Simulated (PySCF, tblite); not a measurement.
Rigid-rotor lines calculated for a species of formula C6H5NO (commonest isotopes; PBE0/pcSseg-1 in PySCF (dipole) on a GFN2-xTB geometry, gas phase), labelled J(Ka,Kc):

```json
{"transition": "2(0,2) ← 1(0,1)", "MHz": "5866.2"}
{"transition": "1(0,1) ← 0(0,0)", "MHz": "3238.5"}
{"transition": "2(1,2) ← 1(1,1)", "MHz": "5543.9"}
{"transition": "1(1,1) ← 0(0,0)", "MHz": "3688.3"}
{"transition": "2(1,1) ← 1(1,0)", "MHz": "7410.2"}
```

Question: Find the rotational constants.

Answer: 1(0,1) ← 0(0,0) is B + C, 2(1,1) ← 1(1,0) is 3B + C and 2(1,2) ← 1(1,1) is B + 3C, so B − C is half the difference of the last two, 933.2 MHz. 1(1,1) ← 0(0,0) is A + C. A = 2535.6, B = 2085.9, C = 1152.7 MHz.

Question: What moments of inertia, asymmetry and inertial defect follow?

Answer: I = 505379 MHz·u·Å² over each constant: Ia = 199.31, Ib = 242.29, Ic = 438.43 u·Å²; κ = (2B − A − C)/(A − C) = 0.350 (asymmetric top); Δ = Ic − Ia − Ib = -3.17 u·Å².

Question: Which dipole components do these lines need?

Answer: μa and μb (a-type: ΔKa even, ΔKc odd; b-type: both odd). The calculation gives |μa| = 2.15 D, |μb| = 4.41 D, |μc| = 0.00 D.

Question: Where do these fall, and of which type are they? 3(2,1) ← 2(1,2); 3(0,3) ← 2(0,2); 3(3,0) ← 3(2,1); 3(1,2) ← 2(2,1); 3(3,1) ← 2(2,0); 1(1,0) ← 1(0,1); 2(2,0) ← 1(1,1); 3(2,1) ← 3(1,2); 3(2,1) ← 2(2,0); 3(1,3) ← 2(0,2); 3(1,3) ← 2(1,2); 3(1,2) ← 3(0,3).

Answer: 
```json
{"transition": "1(1,0) ← 1(0,1)", "MHz": "1383", "type": "b", "branch": "Q"}
{"transition": "3(2,1) ← 3(1,2)", "MHz": "2802", "type": "b", "branch": "Q"}
{"transition": "3(3,0) ← 3(2,1)", "MHz": "2995", "type": "b", "branch": "Q"}
{"transition": "3(1,2) ← 3(0,3)", "MHz": "5303", "type": "b", "branch": "Q"}
{"transition": "3(1,3) ← 2(1,2)", "MHz": "8003", "type": "a", "branch": "R"}
{"transition": "3(0,3) ← 2(0,2)", "MHz": "8107", "type": "a", "branch": "R"}
{"transition": "3(1,3) ← 2(0,2)", "MHz": "8131", "type": "b", "branch": "R"}
{"transition": "3(1,2) ← 2(2,1)", "MHz": "9134", "type": "b", "branch": "R"}
{"transition": "2(2,0) ← 1(1,1)", "MHz": "10304", "type": "b", "branch": "R"}
{"transition": "3(2,1) ← 2(2,0)", "MHz": "11324", "type": "a", "branch": "R"}
{"transition": "3(3,1) ← 2(2,0)", "MHz": "13999", "type": "b", "branch": "R"}
{"transition": "3(2,1) ← 2(1,2)", "MHz": "16084", "type": "b", "branch": "R"}
```

Question: Which structure gave them?

Answer: `C=C(C#N)C(C)=C=O`, point group Cs. Three constants can't fix a structure by themselves; this is the one that was computed:
```
atom  x, y, z in Å
C1    -1.797    0.247    0.145
C2    -0.547    0.707    0.002
C3    -0.330    2.107   -0.112
N4    -0.158    3.236   -0.203
C5     0.655   -0.121   -0.052
C6     0.545   -1.623    0.056
C7     1.832    0.428   -0.195
O8     2.893    0.882   -0.319
H9    -2.015   -0.801    0.234
H10   -2.630    0.927    0.175
H11    0.088   -1.896    1.007
H12   -0.069   -2.013   -0.755
H13    1.530   -2.079   -0.001
```

The values belong to one conformer (point group Cs) with, in the numbering `[CH2:1]=[C:2]([C:3]#[N:4])[C:5]([CH3:6])=[C:7]=[O:8]`, C1–C2–C5–C6 0°. Its GFN2-xTB frequencies are all real (lowest 56 cm⁻¹). No vibrational averaging or centrifugal distortion is included, and the geometry carries the error of its method. A rigid rotor knows nothing of internal rotation, which can split or shift real lines. Quadrupole hyperfine structure (14N) is left out.

Time: 17 s wall; peak memory 0.73 GiB. Hardware: one thread of an Intel Xeon Platinum 8488C, shared host with 192 logical CPUs at a one-minute load of 50. This is the PBE0/pcSseg-1 job that gave the dipole, with the shieldings it also computed.
